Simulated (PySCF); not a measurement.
Record of a relaxation.

Compound: C7H14S.
Atom-mapped SMILES: `[CH3:1][S:2][C@@H:3]1[CH2:4][C@@H:5]1[CH:6]([CH3:7])[CH3:8]` (hydrogens: H9, H10, H11 on C1; H12 on C3; H13, H14 on C4; H15 on C5; H16 on C6; H17, H18, H19 on C7; H20, H21, H22 on C8)

Computed by this run: PBE0-D3(BJ)/def2-SVP geometry optimisation, gas phase in PySCF; density fitting, grid level 1; the optimiser is geomeTRIC in internal coordinates, started from a GFN2-xTB structure. The frame can shift and turn from step to step; on so coarse a grid that alone can change the energy by a few meV, and forces under 0.02 eV/Å are noise.

Step 0: E = -18301.3487 eV, largest atomic force 0.864 eV/Å
```
atom  x, y, z in Å  |  force x, y, z in eV/Å
C1      3.460    0.102   -0.592   -0.839   0.049  -0.204
S2      1.751    0.104   -1.210   -0.010   0.057   0.072
C3      0.971    0.886    0.207    0.217  -0.461  -0.373
C4      0.694    0.071    1.436   -0.211   0.347  -0.123
C5     -0.441    0.547    0.580    0.300  -0.553  -0.249
C6     -1.252   -0.440   -0.231   -0.496   0.375   0.157
C7     -2.355   -1.045    0.635    0.571   0.131  -0.367
C8     -1.840    0.249   -1.461    0.358  -0.376   0.437
H9      4.067   -0.387   -1.347    0.323  -0.199  -0.297
H10     3.504   -0.451    0.342    0.138  -0.228   0.401
H11     3.796    1.125   -0.448    0.264   0.371   0.085
H12     1.303    1.910    0.324    0.009   0.451   0.205
H13     0.862    0.524    2.403    0.038   0.263   0.430
H14     0.935   -0.981    1.396    0.119  -0.505  -0.098
H15    -1.032    1.372    0.964   -0.158   0.361   0.146
H16    -0.587   -1.240   -0.570    0.205  -0.191  -0.050
H17    -1.930   -1.533    1.510    0.111  -0.220   0.394
H18    -2.921   -1.781    0.069   -0.305  -0.323  -0.185
H19    -3.040   -0.270    0.973   -0.334   0.308   0.176
H20    -2.411   -0.459   -2.056   -0.283  -0.253  -0.312
H21    -1.044    0.656   -2.079    0.279   0.224  -0.325
H22    -2.500    1.061   -1.162   -0.300   0.373   0.081
```

Step 1: E = -18301.4170 eV, largest atomic force 0.155 eV/Å
```
atom  x, y, z in Å  |  force x, y, z in eV/Å
C1      3.410    0.185   -0.662    0.091   0.059   0.008
S2      1.716    0.296   -1.271   -0.010  -0.045   0.017
C3      0.961    1.050    0.157   -0.006   0.155   0.004
C4      0.689    0.248    1.402    0.018  -0.102   0.027
C5     -0.450    0.692    0.538   -0.055   0.093   0.058
C6     -1.281   -0.299   -0.248    0.111  -0.081  -0.021
C7     -2.363   -0.905    0.634   -0.078  -0.018   0.040
C8     -1.865    0.359   -1.491   -0.044   0.051  -0.048
H9      4.011   -0.319   -1.434   -0.037   0.014   0.026
H10     3.459   -0.398    0.272   -0.012  -0.001  -0.041
H11     3.830    1.189   -0.487    0.008  -0.062  -0.002
H12     1.246    2.101    0.304   -0.027  -0.071  -0.024
H13     0.849    0.725    2.374   -0.005  -0.002  -0.028
H14     0.949   -0.816    1.365   -0.008   0.036   0.004
H15    -1.037    1.540    0.919    0.041  -0.053  -0.035
H16    -0.603   -1.109   -0.575   -0.034   0.048   0.013
H17    -1.932   -1.398    1.520    0.000   0.015  -0.022
H18    -2.954   -1.653    0.082    0.014   0.019   0.019
H19    -3.061   -0.128    0.991    0.021  -0.029  -0.005
H20    -2.446   -0.359   -2.092    0.013   0.012   0.019
H21    -1.070    0.774   -2.132   -0.021  -0.013   0.013
H22    -2.541    1.187   -1.215    0.021  -0.025  -0.021
```

Step 2: E = -18301.4188 eV, largest atomic force 0.039 eV/Å
```
atom  x, y, z in Å  |  force x, y, z in eV/Å
C1      3.415    0.180   -0.662    0.002   0.015   0.019
S2      1.719    0.305   -1.266    0.003  -0.012  -0.003
C3      0.958    1.060    0.159    0.013   0.037   0.001
C4      0.686    0.254    1.402   -0.002  -0.029   0.005
C5     -0.453    0.698    0.538   -0.013   0.004   0.005
C6     -1.280   -0.297   -0.249    0.019  -0.012  -0.006
C7     -2.359   -0.908    0.636   -0.013  -0.001   0.004
C8     -1.870    0.359   -1.493   -0.009   0.008   0.002
H9      4.006   -0.322   -1.441   -0.012  -0.004  -0.008
H10     3.461   -0.415    0.262    0.001  -0.007  -0.004
H11     3.849    1.175   -0.478   -0.001  -0.004  -0.001
H12     1.240    2.109    0.306   -0.004  -0.004  -0.006
H13     0.844    0.729    2.374   -0.002   0.006  -0.001
H14     0.949   -0.808    1.364    0.001   0.004  -0.002
H15    -1.041    1.543    0.918    0.005   0.001  -0.006
H16    -0.600   -1.102   -0.577   -0.004   0.007  -0.003
H17    -1.922   -1.399    1.520    0.004   0.001  -0.001
H18    -2.948   -1.659    0.086    0.003   0.000   0.000
H19    -3.060   -0.135    0.995    0.005   0.000   0.000
H20    -2.448   -0.363   -2.091    0.000  -0.003   0.004
H21    -1.079    0.775   -2.136    0.003  -0.005   0.000
H22    -2.549    1.184   -1.218    0.003  -0.002   0.000
```

Step 3: E = -18301.4191 eV, largest atomic force under 0.02 eV/Å
```
atom  x, y, z in Å  |  force x, y, z in eV/Å
C1      3.411    0.173   -0.660   -0.009  -0.010   0.002
S2      1.717    0.313   -1.267    0.005   0.005   0.001
C3      0.957    1.069    0.159    0.004   0.000  -0.001
C4      0.687    0.261    1.401   -0.004   0.000  -0.003
C5     -0.453    0.703    0.537   -0.001  -0.012  -0.004
C6     -1.277   -0.295   -0.250   -0.009   0.005   0.004
C7     -2.352   -0.911    0.637    0.006  -0.001  -0.002
C8     -1.873    0.359   -1.492    0.001  -0.003   0.007
H9      3.996   -0.327   -1.445    0.005  -0.003  -0.006
H10     3.451   -0.433    0.257    0.003  -0.003   0.002
H11     3.853    1.162   -0.468   -0.002   0.006   0.000
H12     1.236    2.118    0.305    0.001   0.009  -0.001
H13     0.843    0.736    2.373    0.000   0.004   0.001
H14     0.952   -0.801    1.362    0.002  -0.004   0.000
H15    -1.043    1.546    0.917   -0.004   0.008   0.002
H16    -0.595   -1.097   -0.580    0.005  -0.001  -0.004
H17    -1.910   -1.400    1.519    0.001  -0.002   0.003
H18    -2.938   -1.664    0.088   -0.001  -0.002  -0.002
H19    -3.054   -0.142    0.999   -0.001   0.004   0.002
H20    -2.449   -0.366   -2.088   -0.003  -0.002  -0.001
H21    -1.085    0.777   -2.137    0.003  -0.002  -0.003
H22    -2.554    1.181   -1.217   -0.001   0.003   0.002
```

Question: Summarise the path.

Answer: The energy falls by 0.0704 eV from step 0 to step 3; nine tenths of that is first reached at step 1. It falls at every step. The largest force goes from 0.864 to under 0.02 eV/Å. Among the bonds C8–H22 changes most (a near tie, within 0.001 Å, with another), from 1.088 to 1.103 Å; the atoms move by 0.059 Å rms after alignment.

Question: Follow the three bonds and two angles with the largest change from start to end.

Answer: 
```csv
step,E above end (eV),largest force (eV/Å),C8–H22 (Å),C7–H19 (Å),C4–H14 (Å),S2–C3–H12 (°),C5–C3–H12 (°)
0,0.0704,0.864,1.088,1.088,1.080,111.4,118.4
1,0.0021,0.155,1.104,1.104,1.096,113.7,116.0
2,0.0003,0.039,1.103,1.103,1.095,113.7,116.0
3,0.0000,under 0.02,1.103,1.103,1.095,113.8,116.0
```

The cost below is that of the whole optimisation. The run took about 2.9 min of CPU time (one thread, shared machine).
